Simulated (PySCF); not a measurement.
PySCF input for B(H)(F)(NMe2) (C2H7BFN), SMILES CN(C)BF, C-PCM-B3LYP/def2-SVP. Geometry optimised at B3LYP-D3(BJ)/def2-SVP. This is a generated structure with no PubChem entry under its InChIKey; it may be hypothetical. The values are those of a single conformer.

```python
import numpy as np
from pyscf import gto, scf, dft
from pyscf.solvent import pcm

mol = gto.M(
    atom='''
    B     0.74097302   -0.83366788   -0.00000000
    H     1.94686376   -0.86811549    0.00000000
    F     0.05921532   -1.99025937   -0.00000000
    N     0.05171487    0.38252746   -0.00000000
    C    -1.39717383    0.46940849   -0.00000000
    C     0.73789376    1.65850377   -0.00000000
    H    -1.76266025    1.01146473   -0.89136641
    H    -1.76266025    1.01146472    0.89136642
    H    -1.83428357   -0.53704629   -0.00000000
    H     0.47171327    2.25702486    0.89088917
    H     0.47171327    2.25702487   -0.89088916
    H     1.82518715    1.50369056   -0.00000000
    ''',
    basis='def2-SVP',
    charge=0,
    spin=0,
    max_memory=1600,
    verbose=3,
)
mf = dft.RKS(mol, xc='b3lyp').density_fit(auxbasis='def2-universal-jkfit')
mf.grids.level = 3
mf.conv_tol = 1e-9
mf.max_cycle = 100
mf.kernel()
res = {}
for name, eps in {'water': 78.355, 'n-hexane': 1.8819, 'N,N-dimethylformamide': 37.219}.items():
    s = mf.PCM()
    s.with_solvent.method, s.with_solvent.eps, s.with_solvent.lebedev_order = 'C-PCM', eps, 29
    s.kernel(mf.make_rdm1())
    res[name] = (s.e_tot, eps, s.dip_moment(), s.mo_energy, s.converged)
    print(f'{name}: electrostatic solvation free energy {(s.e_tot - mf.e_tot) * 627.509474:.3f} kcal/mol')
```

Program output:

```
converged SCF energy = -259.774380301043

WARN: PCM is an experimental feature. It is still in testing.
Features and APIs may be changed in the future.

converged SCF energy = -259.777701987854
Dipole moment(X, Y, Z, Debye): -0.72433,  2.82808, -0.00000
water: electrostatic solvation free energy -2.084 kcal/mol

WARN: PCM is an experimental feature. It is still in testing.
Features and APIs may be changed in the future.

converged SCF energy = -259.775833767118
Dipole moment(X, Y, Z, Debye): -0.62683,  2.50591, -0.00000
n-hexane: electrostatic solvation free energy -0.912 kcal/mol

WARN: PCM is an experimental feature. It is still in testing.
Features and APIs may be changed in the future.

converged SCF energy = -259.777646713652
Dipole moment(X, Y, Z, Debye): -0.72124,  2.81813, -0.00000
N,N-dimethylformamide: electrostatic solvation free energy -2.050 kcal/mol
```

Self-consistency was reached.

Cost: about 100 core-seconds (a rough figure).
